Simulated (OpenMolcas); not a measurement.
# Re5+ in a point-charge field

Re5+ among 6 point charges of -1.5 e arranged as a trigonal antiprism (D3d), 2.28 Å from the ion, with a polar angle of 61.3° against the regular 54.74°.

* Program: OpenMolcas 26.06
* Method: CASSCF
* Basis: ANO-RCC-VTZP [8s7p5d3f2g1h]
* Scalar Hamiltonian: DKH2, point nucleus
* Active space: 2 electrons in 5 orbitals (5d)
* State averaging: 2S+1 = 3 even, 10 roots; 2S+1 = 1 even, 15 roots
* Spin-orbit coupling: state interaction with AMFI integrals over the reference wave functions

The lowest spin-free states (labels of D3, the rotations of D3d), above the lowest:

| State | Degeneracy | E (cm-1) | Free-ion L (%) |
| --- | --- | --- | --- |
| 3E | 2 | 0.0 | F (95) |
| 3A2 | 1 | 214.0 | F (100) |
| 3E | 2 | 3352 | F (99) |
| 3A1 | 1 | 5292 | F (100) |
| 3A2 | 1 | 7902 | F (96) |
| 1E | 2 | 11713 | D (85) |
| 1A1 | 1 | 12327 | D (52) |
| 1E | 2 | 13592 | D (70) |
| 3E | 2 | 15275 | P (93) |
| 1E | 2 | 18454 | G (85) |
| 1A1 | 1 | 19081 | G (53) |
| 1E | 2 | 20958 | G (79) |
| 3A2 | 1 | 21058 | P (96) |
| 1A1 | 1 | 22634 | G (97) |
| 1A2 | 1 | 23017 | G (100) |
| 1E | 2 | 27385 | G (91) |
| 1A1 | 1 | 48940 | S (96) |

The lowest levels with spin-orbit coupling:

| E (cm-1) | Degeneracy | Label | 2S+1 | g |
| --- | --- | --- | --- | --- |
| 0.0 | 1 | A1 | 3 |  |
| 19.3 | 2 | E | 3 | 0.00 0.00 0.76 |
| 1395 | 2 | E | 3 (89 %) | 0.00 0.00 2.56 |
| 7285 | 1 | A2 | 3 |  |
| 8319 | 2 | E | 3 | 0.00 0.00 0.41 |
| 8971 | 2 | E | 3 | 0.00 0.00 0.78 |
| 10212 | 1 | A1 | 3 |  |
| 10697 | 1 | A2 | 3 |  |
| 12749 | 1 | A1 | 3 |  |
| 13833 | 2 | E | 3 (89 %) | 0.00 0.00 0.95 |
| 15229 | 2 | E | 3 (86 %) | 0.00 0.00 1.36 |
| 16259 | 1 | A2 | 3 |  |
| 17328 | 1 | A1 | 3 (74 %) |  |
| 18569 | 1 | A1 | 3 |  |
| 18769 | 2 | E | 3 (56 %) | 0.00 0.00 0.43 |
| 19105 | 2 | E | 3 (75 %) | 0.00 0.00 4.19 |
| 20154 | 2 | E | 3 (65 %) | 0.00 0.00 2.70 |
| 21543 | 1 | A2 | 3 |  |
| 22309 | 1 | A1 | 1 (52 %) |  |
| 24715 | 2 | E | 3 (71 %) | 0.00 0.00 2.46 |

Powder χT (cm3 K/mol): 0.0291 at 2 K, 0.124 at 10 K, 0.161 at 50 K, 0.166 at 100 K, 0.181 at 200 K, 0.197 at 300 K. The effective moment at 300 K is 2.828 √(χT) = 1.25 μB.

The lowest level has 2S+1 = 3, for which the spin-only value is χT = S(S+1) / 2 = 1.000 cm3 K/mol (g = 2). The computed 0.197 at 300 K differs by -0.803, through orbital momentum, spin-orbit coupling and any other state in reach.

Spin-orbit coupling mixes the spin-free states strongly: the lowest level takes only 37 % from its leading state, 3E. Without dynamic correlation the repulsion within the d shell is too large (B by tens of per cent), so at a given field states of lower spin stand too high. Point charges carry no covalency, so the field is a model and not that of real ligands. No measured value stands beside these numbers.

With an even number of electrons the g values are those of a degenerate or nearly degenerate non-Kramers pair.
